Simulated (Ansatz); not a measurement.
K2O2⁻, relaxed as a doublet with UKS r2SCAN-D4/def2-TZVPD in Ansatz, starting from the GFN2-xTB geometry. Force threshold 0.02 eV/Å.

The charge -1 doublet is spin-contaminated (final ⟨S²⟩ up to 1.29, 0.75 for a pure state). The highest occupied level of the charge -1 doublet lies above zero (up to 0.33 eV). It is a level of β spin, whose loss leaves a triplet; that state wasn't run at this geometry and level. The electron is either unbound and held by the finite basis, or the level is raised by self-interaction error. The relaxation made no stability test and no search for a lower SCF solution. Another isomer (quartet) lies 1.11 eV lower at PBE0-D4/def2-TZVPD; other spin states weren't run for this one.

Start:

Cartesian coordinates in Å:
```
K -2.888 -1.996 -0.616
K 1.053 0.727 0.221
O 2.792 1.962 0.627
O -0.957 -0.693 -0.231
```

**Question.** Estimate the energy that the relaxation releases and the steps that it takes.

**Answer.** 0.12 eV, in 4 steps; 7 s on 4 threads of AMD EPYC 9B45 on a shared host. No frequencies were taken in this run, so the end may be a saddle point.

**Question.** Does the start keep its bonding and symmetry?

**Answer.** By distances, no bond broke or formed. The bond that changes most is K2–O3, from 2.17 to 2.36 Å (atoms count from 1). Point group C∞v at the start, C∞v at the end, both within 0.05 Å.

**Question.** Predict the relaxed structure.

**Answer.** 
```xyz
4

K    -2.840   -1.969   -0.611
K     0.961    0.665    0.206
O     2.860    2.006    0.637
O    -0.980   -0.702   -0.232
```
Bond lengths (bridged metal pairs left out): 3 × K–O 2.28 to 2.41 Å.
